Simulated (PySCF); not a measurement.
# Dipole response of Br²⁺ (bromine, charge +2)

[Ar] 3d10 4s2 4p3, high-spin 4S determinant. All numbers are calculated (PySCF 2.14, a scalar-relativistic core potential, in aug-cc-pVQZ-PP with one added diffuse shell each of s, p, d, f, g type with ECP10MDF (8s7p6d4f3g, 114 functions)). Coupled (time-dependent) response in atomic units; α is the mean over directions.

| method | mean α (bohr³) | C₆ (like pair) | S(−4) |
| --- | --- | --- | --- |
| UHF | 8.393 | 40.13 | 16.52 |
| PBE | 8.347 | 39.97 | 15.66 |
| PBE0 | 8.303 | 39.68 | 15.51 |
| r2SCAN0 | 8.255 | 40.13 | 14.89 |

S(−4) is the Cauchy moment in α(ω) = α(0) + S(−4) ω² + …

α(iu) at PBE:

```
u (hartree)  α(iu) (bohr³)
          0          8.347
     0.0500          8.308
      0.100          8.193
      0.200          7.768
      0.300          7.155
      0.500          5.742
      0.750          4.190
       1.00          3.077
       1.50          1.804
       2.00          1.180
       3.00         0.6309
       5.00         0.2814
```

For an ion, C₆ is the dispersion term alone; charge-induced terms of lower order in 1/R come first.

Energies and moments cover only the electrons outside the core potential.
